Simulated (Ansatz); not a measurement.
Two isomers of C2H6Cl2Si: A = `C[SiH2]C(Cl)Cl`, B = `CC[SiH](Cl)Cl`.

Computed with Ansatz on PBE0-D4/def2-TZVP structures; ΔE is electronic, products minus reactants. CCSD(T)/CBS adds triple-zeta CCSD(T) − MP2 to the extrapolated MP2 energy (def2 sets, frozen cores). Functionals use def2-TZVPP. B3LYP here is the variant with VWN-RPA as its local correlation; programs differ in this. One conformer a species, not always the lowest.

(1) Which is lower in electronic energy at CCSD(T)/CBS, and by how much? (An estimate is asked.)

(2) Give E(B) − E(A) in kJ/mol with PBE0-D4, CCSD/def2-TZVPP, B3LYP, B3LYP-D4, MP2/def2-TZVPP, B2PLYP, CCSD(T)/def2-TZVPP. (Estimate.)

Largest T1 diagnostic: 0.010.

Answers

(1) Ansatz gave: B, by 297.0 kJ/mol.

(2) Computed: PBE0-D4 -295.2, CCSD/def2-TZVPP -299.6, B3LYP -293.4, B3LYP-D4 -291.3, MP2/def2-TZVPP -303.4, B2PLYP -297.3, CCSD(T)/def2-TZVPP -294.8. None reverses the order clearly.

In def2-TZVPP, CCSD(T) changes the Hartree–Fock value by +21.7 kJ/mol (the triples alone add +4.8 kJ/mol) and MP2 by +13.1 kJ/mol. From PBE to PBE0 (25 % exact exchange), in def2-TZVPP and without D4, E(B) − E(A) moves by −12.6 kJ/mol.
